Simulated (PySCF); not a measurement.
propyl chloride (C₃H₇Cl), singlet, geometry from GFN2-xTB; DF-PBE/STO-3G in PySCF.

Input for PySCF:
```python
from pyscf import gto, scf, dft

mol = gto.M(
    atom='''
C     0.895568   -0.626932    0.008948
C     2.362496   -0.211158    0.028295
C    -0.008376    0.594253    0.001829
H     0.672448   -1.235995    0.886785
H     0.694098   -1.230258   -0.878038
H     3.001061   -1.090297    0.033271
Cl   -1.726146    0.108846   -0.020821
H     2.603733    0.384592   -0.849005
H     2.582092    0.378857    0.915103
H     0.135530    1.199972    0.896784
H     0.157393    1.205765   -0.885371
''',
    basis='sto-3g',
    charge=0,
    spin=0,
    verbose=4,
    max_memory=1800,
)

mf = dft.RKS(mol)
mf.xc = 'pbe'
mf = mf.density_fit(auxbasis='def2-universal-jkfit')
mf.kernel()
```

It wrote (shortened):

```
PySCF version 2.14.0

[INPUT] verbose = 4
[INPUT] num. atoms = 11
[INPUT] num. electrons = 42
[INPUT] charge = 0
[INPUT] spin (= nelec alpha-beta = 2S) = 0
[INPUT] symmetry False subgroup None
[INPUT] Mole.unit = angstrom
[INPUT] Symbol           X                Y                Z      unit          X                Y                Z       unit  Magmom
[INPUT]  1 C      0.895568000000  -0.626932000000   0.008948000000 AA    1.692378245924  -1.184729778726   0.016909269363 Bohr   0.0
[INPUT]  2 C      2.362496000000  -0.211158000000   0.028295000000 AA    4.464470410380  -0.399030789011   0.053469800695 Bohr   0.0
[INPUT]  3 C     -0.008376000000   0.594253000000   0.001829000000 AA   -0.015828346019   1.122975418701   0.003456309082 Bohr   0.0
[INPUT]  4 H      0.672448000000  -1.235995000000   0.886785000000 AA    1.270742553012  -2.335692041332   1.675780781372 Bohr   0.0
[INPUT]  5 H      0.694098000000  -1.230258000000  -0.878038000000 AA    1.311655123608  -2.324850682555  -1.659251346961 Bohr   0.0
[INPUT]  6 H      3.001061000000  -1.090297000000   0.033271000000 AA    5.671183373113  -2.060362724435   0.062873077890 Bohr   0.0
[INPUT]  7 Cl    -1.726146000000   0.108846000000  -0.020821000000 AA   -3.261943191013   0.205689129754  -0.039345987640 Bohr   0.0
[INPUT]  8 H      2.603733000000   0.384592000000  -0.849005000000 AA    4.920342271492   0.726773549699  -1.604386928386 Bohr   0.0
[INPUT]  9 H      2.582092000000   0.378857000000   0.915103000000 AA    4.879446708430   0.715935970374   1.729294045768 Bohr   0.0
[INPUT] 10 H      0.135530000000   1.199972000000   0.896784000000 AA    0.256114581662   2.267618437147   1.694676152892 Bohr   0.0
[INPUT] 11 H      0.157393000000   1.205765000000  -0.885371000000 AA    0.297429663924   2.278565620586  -1.673108708632 Bohr   0.0

nuclear repulsion = 159.313404459175
number of shells = 21
number of NR pGTOs = 93
number of NR cGTOs = 31
basis = sto-3g
ecp = {}

******** <class 'pyscf.df.df_jk.DFRKS'> ********
method = DFRKS
initial guess = minao
damping factor = 0
level_shift factor = 0
DIIS = <class 'pyscf.scf.diis.CDIIS'>
diis_start_cycle = 1
diis_space = 8
diis_damp = 0
SCF conv_tol = 1e-09
SCF conv_tol_grad = None
SCF max_cycles = 50
direct_scf = False
XC library pyscf.dft.libxc version 7.1.2
    S. Lehtola, C. Steigemann, M. J. T. Oliveira, and M. A. L. Marques,  SoftwareX 7, 1–5 (2018)
XC functionals = pbe
    J. P. Perdew, K. Burke, and M. Ernzerhof,  Phys. Rev. Lett. 77, 3865 (1996)
    J. P. Perdew, K. Burke, and M. Ernzerhof,  Phys. Rev. Lett. 78, 1396 (1997)
    J. P. Perdew, K. Burke, and M. Ernzerhof,  Phys. Rev. Lett. 77, 3865 (1996)
    J. P. Perdew, K. Burke, and M. Ernzerhof,  Phys. Rev. Lett. 78, 1396 (1997)
radial grids:
    Treutler-Ahlrichs [JCP 102, 346 (1995); DOI:10.1063/1.469408] (M4) radial grids

becke partition: Becke, JCP 88, 2547 (1988); DOI:10.1063/1.454033
pruning grids: <function nwchem_prune>
grids dens level: 3
symmetrized grids: False
atomic radii adjust function: <function treutler_atomic_radii_adjust>
small_rho_cutoff = 0
Set gradient conv threshold to 3.16228e-05
Initial guess from minao.
tot grids = 129896
init E= -571.729108454994
  HOMO = -0.327691546383299  LUMO = 0.0287018211478004  gap/eV = 9.69796
cycle= 1 E= -571.919157737797  delta_E= -0.19  |g|= 0.222  |ddm|= 3.86
  HOMO = -0.142893965611148  LUMO = 0.114909130086539  gap/eV = 7.01518
cycle= 2 E= -571.915737433478  delta_E= 0.00342  |g|= 0.268  |ddm|= 0.843
  HOMO = -0.169582786663912  LUMO = 0.129495686866345  gap/eV = 8.13834
cycle= 3 E= -571.940250201075  delta_E= -0.0245  |g|= 0.0397  |ddm|= 0.429
  HOMO = -0.176839231255578  LUMO = 0.119010483986287  gap/eV = 8.05048
cycle= 4 E= -571.940740181148  delta_E= -0.00049  |g|= 0.00683  |ddm|= 0.0605
  HOMO = -0.178056918113103  LUMO = 0.118871810705313  gap/eV = 8.07984
cycle= 5 E= -571.94075524389  delta_E= -1.51e-05  |g|= 0.00177  |ddm|= 0.0137
  HOMO = -0.177736817720841  LUMO = 0.118939363491124  gap/eV = 8.07297
cycle= 6 E= -571.940756516018  delta_E= -1.27e-06  |g|= 9.76e-05  |ddm|= 0.00333
  HOMO = -0.177737029951687  LUMO = 0.118939040114889  gap/eV = 8.07297
cycle= 7 E= -571.940756519983  delta_E= -3.96e-09  |g|= 3.28e-05  |ddm|= 0.000211
  HOMO = -0.177737574550342  LUMO = 0.118939205023591  gap/eV = 8.07299
cycle= 8 E= -571.940756520308  delta_E= -3.25e-10  |g|= 4.98e-06  |ddm|= 4.78e-05
  HOMO = -0.177738003874525  LUMO = 0.118939028698237  gap/eV = 8.07299
Extra cycle  E= -571.940756520308  delta_E= -5.68e-13  |g|= 5.2e-06  |ddm|= 1.41e-05
converged SCF energy = -571.940756520308
```
